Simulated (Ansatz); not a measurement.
Frontier orbitals of C2H5F3Si, SMILES `C[SiH2]C(F)(F)F`.

```xyz
11

C    -0.401    1.206   -0.972
Si   -0.611   -0.477   -0.209
C     0.829   -0.753    1.053
F     2.037   -0.685    0.458
F     0.764   -1.950    1.663
F     0.828    0.180    2.027
H    -1.198    1.403   -1.693
H     0.556    1.275   -1.494
H    -0.433    1.983   -0.206
H    -1.866   -0.605    0.571
H    -0.505   -1.577   -1.197
```

The species carries charge 0 and has multiplicity 1. The structure was optimised at the PBE0-D4/def2-TZVP level. Basis def2-TZVPP, Ansatz.

Orbital energies of one run (eV). Highest occupied ones, from the top: -12.05, -12.68, -12.85, -14.40, -14.80, -14.85, -15.16, -15.29, -16.11, -16.13, -17.12, -19.43, -19.43, -19.98. Empty: 2.46, 2.96, 3.73, 3.94, 4.44, 4.65.

**Question.** Which functional gave them?
A. LDA (SPW92)
B. BLYP
C. LC-ωPBE
D. PBE0

**Answer.** C. HOMO energies: LC-ωPBE -12.05, LDA (SPW92) -7.90, PBE0 -9.29, BLYP -7.68 eV.

LC-ωPBE has ω = 0.4 bohr⁻¹.
